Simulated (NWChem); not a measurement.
System: CH2ClF3Si; SMILES [Si](CF)(F)(F)Cl

```xyz
8

F     -0.5038    -2.5077     0.0000
C     -1.0683    -1.2563     0.0000
Si     0.2528     0.0687     0.0000
F      1.2000    -0.0511     1.2891
F      1.2000    -0.0511    -1.2891
Cl    -0.6334     1.9022     0.0000
H     -1.7136    -1.1353     0.8887
H     -1.7136    -1.1353    -0.8887
```
Atoms are numbered in this order, from 1.

Results from NWChem. Pople sets run with spherical d functions. Medium grid unless said otherwise, to which SCAN and Minnesota functionals are sensitive. Geometry: optimised at PBE0/def2-SVP.

Q: Order these by “highest occupied level (eV)”, lowest first: BHandHLYP/6-31G*; KT2/6-31G*; r2SCAN0/6-31G*; B3LYP/6-31G*.

A: BHandHLYP/6-31G* (-10.86), r2SCAN0/6-31G* (-9.61), B3LYP/6-31G* (-8.99), KT2/6-31G* (-7.75)
